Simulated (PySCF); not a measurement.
A side-by-side comparison of computed properties.

First species: isocyanopentafluorobenzene, C7F5N.
SMILES: `[C-]#[N+]c1c(F)c(F)c(F)c(F)c1F`

Second species: C6H13FSi2.
SMILES with atom numbers: `[CH3:1][C:2]#[C:3][C@@:4]([CH3:5])([SiH3:6])[C@@H:7]([F:8])[SiH3:9]` (hydrogens: H10, H11, H12 on C1; H13, H14, H15 on C5; H16, H17, H18 on Si6; H19 on C7; H20, H21, H22 on Si9)

Cartesian coordinates in Å at the GFN2-xTB level; atoms count from 1:
```
atom  x, y, z in Å
C1     3.1384    0.6050    1.1148
C2     1.8605    0.1918    0.5746
C3     0.7980   -0.1314    0.1195
C4    -0.4817   -0.5616   -0.4085
C5    -0.4593   -0.4541   -1.9349
Si6   -0.7747   -2.3834    0.1550
C7    -1.6098    0.3170    0.1403
F8    -2.0070   -0.1761    1.3897
Si9   -1.1885    2.1737    0.3912
H10    3.0597    1.6091    1.5319
H11    3.8935    0.6095    0.3286
H12    3.4534   -0.0807    1.9017
H13   -1.3803   -0.8486   -2.3618
H14    0.3775   -1.0197   -2.3391
H15   -0.3521    0.5846   -2.2481
H16   -2.1558   -2.7287   -0.1844
H17    0.1537   -3.2204   -0.6091
H18   -0.5158   -2.5003    1.5835
H19   -2.4952    0.1852   -0.4949
H20   -0.3573    2.2984    1.5815
H21   -2.4583    2.8809    0.5733
H22   -0.5094    2.6691   -0.8057
```

Levels: PBE0/pcSseg-1 for dipole moment, HOMO energy, LUMO energy and HOMO–LUMO gap; GFN2-xTB for rotational constant A and rotational constant C. Geometries: GFN2-xTB. Each species is one conformer at its optimised geometry, gas phase, non-relativistic unless stated; the electronic structure was computed with PySCF and density fitting.

Dipoles, sizes and rotational constants follow the conformer. The torsions of the flexible species, by atom-mapped SMILES:
- `[CH3:1][C:2]#[C:3][C@@:4]([CH3:5])([SiH3:6])[C@@H:7]([F:8])[SiH3:9]`: C3–C4–C7–F8 -85°

Values for the first species:

| Quantity | Value |
| --- | --- |
| Dipole moment | 1.97 D |
| HOMO energy | -8.33 eV |
| LUMO energy | -2.19 eV |
| HOMO–LUMO gap | 6.14 eV |
| Rotational constant A | 1.026 GHz |
| Rotational constant C | 0.447 GHz |

Problem. Estimate the same properties for the second species, and the change in each.

Solution. 
| property | first | second | second less first |
| --- | --- | --- | --- |
| dipole moment | 1.97 D | 1.88 D | -0.09 D |
| HOMO energy | -8.33 eV | -7.11 eV | +1.22 eV |
| LUMO energy | -2.19 eV | 0.50 eV | +2.69 eV |
| HOMO–LUMO gap | 6.14 eV | 7.61 eV | +1.47 eV |
| rotational constant A | 1.026 GHz | 1.074 GHz | +0.048 GHz |
| rotational constant C | 0.447 GHz | 0.684 GHz | +0.237 GHz |

On the first: Point group C2v permits a dipole; with 1.97 D the species has a pure rotational spectrum. The dipole matches unit charges of opposite sign 0.41 Å apart (1 e·Å = 4.8032 D).

On the second: The dipole equals about 6.3 × 10⁻³⁰ C·m (1 D = 3.33564 × 10⁻³⁰ C·m). A dipole of 1.88 D is allowed in C1, and pure rotational transitions are dipole-allowed.
